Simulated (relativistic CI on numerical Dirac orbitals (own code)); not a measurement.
# Pr3+ (4f2) in a crystal field

Calculated by Dirac-Coulomb-Breit CI, orbitals from a KLI potential per configuration, a model potential for QED, valence Slater integrals scaled by 0.8, one configuration in a parametric crystal field (own radial code).

Field parameters in Wybourne normalisation; cubic f-shell fields have B⁴₄ = √(5/14) B⁴₀ and B⁶₄ = −√(7/2) B⁶₀. The field is a parameter set, without covalency.

S is read from ⟨S²⟩ = S(S + 1).

Levels (cm⁻¹, degeneracy): 0 (3), 110 (1), 164 (3), 213 (2), 2139 (2), 2142 (3), 2245 (3), 2280 (3), 4237 (3), 4287 (1), 4306 (3), 4405 (2).

(1) Which field gives this pattern?
A. Oh, B40 = -2050, B60 = -260 cm⁻¹
B. Oh, B40 = -640, B60 = 340 cm⁻¹
C. Oh, B40 = 1890, B60 = 330 cm⁻¹

## Answers

(1) B. Oh, B40 = -640, B60 = 340 cm⁻¹, ground level with S = 0.98.
